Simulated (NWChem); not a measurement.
System: TaNHClF2; SMILES [NH]=[Ta]([F])([F])[Cl]

def2 effective core potentials on Ta; no spin-orbit coupling.

Q: Give the equilibrium geometry at PBE0/def2-SVP with def2 effective core potentials on Ta (NWChem) as an XYZ file, with the point group.

A: point group Cs; any orientation.
```
6

Ta     0.0237     0.1534     0.0000
N     -1.6036     0.7948     0.0000
H     -2.5399     1.1818     0.0000
F      0.8706     0.7876     1.5523
F      0.8706     0.7876    -1.5523
Cl    -0.1492    -2.1516     0.0000
```
